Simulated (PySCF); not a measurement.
C₂H₁₀OSi₂, SMILES CO[SiH2]C[SiH3], GFN2-xTB optimised geometry.

```
15

C      3.20    -0.80     0.00
O      1.81    -0.80     0.00
Si     0.82     0.49     0.00
C     -0.90    -0.30     0.00
Si    -2.30     0.96    -0.05
H      3.59    -0.26    -0.87
H      3.54    -1.84    -0.04
H      3.59    -0.32     0.90
H      1.05     1.32     1.19
H      1.06     1.32    -1.18
H     -0.99    -0.97    -0.86
H     -1.01    -0.93     0.88
H     -2.23     1.84     1.12
H     -3.59     0.27    -0.05
H     -2.20     1.78    -1.26
```

Density from PBE0/def2-TZVP (PySCF 2.14.0) at that geometry.

Minimum of the electron density along straight lines between bonded atoms, close to the bond critical point (lines longer than 1.1 times the sum of covalent radii, or with two minima, are not listed):

```csv
bond,length / Å,ρ at the minimum / e bohr⁻³,∇²ρ there / e bohr⁻⁵,position (fraction from the first atom)
C1–O2,1.393,0.265,___,0.34
O2–Si3,1.624,___,___,0.59
Si3–C4,1.886,0.118,0.17,0.39
C4–Si5,1.890,0.115,0.17,0.61
C1–H6,1.093,0.284,-1.00,0.64
C1–H7,1.091,0.286,-1.02,0.65
C1–H8,1.093,0.284,-1.00,0.64
Si3–H9,1.469,0.125,0.18,0.49
Si3–H10,1.469,0.125,0.18,0.49
C4–H11,1.089,0.270,-0.88,0.64
C4–H12,1.090,0.270,-0.88,0.64
Si5–H13,1.464,0.124,0.20,0.49
Si5–H14,1.467,0.123,0.19,0.49
Si5–H15,1.464,0.124,0.20,0.49
```

Problem. Some entries are withheld; supply them.

Solution. 
- C1–O2, ∇²ρ there / e bohr⁻⁵: -0.47
- O2–Si3, ρ at the minimum / e bohr⁻³: 0.143
- O2–Si3, ∇²ρ there / e bohr⁻⁵: 0.91
